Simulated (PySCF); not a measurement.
C2H10Si4, SMILES [SiH2]([SiH3])[Si@@H]1C=C[SiH2]1. The structure is a stationary point at B3LYP-D3(BJ)/def2-SVP. The structure was generated by enumeration; whether it is a known compound was not checked. The values are those of a single conformer.

Computed equilibrium geometry at B3LYP-D3(BJ)/def2-SVP (PySCF confirms it by a frequency run) as bond lengths and angles (one conformer of several):
Atoms: Si1 Si2 Si3 C4 C5 Si6 H7 H8 H9 H10 H11 H12 H13 H14 H15 H16. Bonded distances (Å): Si1–Si2 2.352, Si1–H7 1.494, Si1–H8 1.494, Si1–H9 1.493, Si2–Si3 2.348, Si2–H10 1.496, Si2–H11 1.495, Si3–C4 1.901, Si3–Si6 2.354, Si3–H12 1.496, C4–C5 1.358, C4–H13 1.098, C5–Si6 1.896, C5–H14 1.098, Si6–H15 1.494, Si6–H16 1.494. Bond angles (°): Si2–Si1–H7 109.7, Si2–Si1–H8 109.4, Si2–Si1–H9 111.8, H7–Si1–H8 108.4, H7–Si1–H9 108.7, H8–Si1–H9 108.8, Si1–Si2–Si3 109.0, Si1–Si2–H10 109.7, Si1–Si2–H11 109.4, Si3–Si2–H10 111.8, Si3–Si2–H11 108.6, H10–Si2–H11 108.3, Si2–Si3–C4 115.4, Si2–Si3–Si6 116.8, Si2–Si3–H12 109.9, C4–Si3–Si6 74.6, C4–Si3–H12 115.9, Si6–Si3–H12 120.4, Si3–C4–C5 105.3, Si3–C4–H13 131.2, C5–C4–H13 123.5, C4–C5–Si6 105.1, C4–C5–H14 123.2, Si6–C5–H14 131.7, Si3–Si6–C5 75.0, Si3–Si6–H15 119.8, Si3–Si6–H16 120.0, C5–Si6–H15 115.0, C5–Si6–H16 115.9, H15–Si6–H16 108.0.
Charge 0, spin multiplicity 1.
